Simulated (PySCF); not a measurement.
# Finite-field polarisability of Ne (neon, neutral)

[Ne], closed-shell 1S. All numbers are calculated (PySCF 2.14, the non-relativistic Hamiltonian (point nucleus), in aug-cc-pVTZ with one added diffuse shell each of s, p, d, f type (6s5p4d3f, 62 functions)). Frozen: 1s2. Energy changes in a uniform field (μhartree):

```tsv
axis	F (au)	HF	MP2	CCSD	CCSD(T)
x	0.0092	-100.513	-114.754	-111.880	-113.819
x	0.0184	-402.258	-459.340	-447.823	-455.604
```

(1) Derive α along x at CCSD(T) from the two fields.

(2) And the mean polarisability at each level?

The same two fields give the second hyperpolarisability, to two digits from the fit; its basis error is larger: HF 57, MP2 91, CCSD 84, CCSD(T) 91 au.

## Answers

(1) With ΔE = −αF²/2 − γF⁴/24, α = −(16 ΔE(F) − ΔE(2F))/(6F²) = 2.689 bohr³.

(2) HF 2.375, MP2 2.711, CCSD 2.643, CCSD(T) 2.689 bohr³. Reference: 2.661 bohr³ (recommended; Schwerdtfeger and Nagle, table of static dipole polarizabilities (2023 update)).
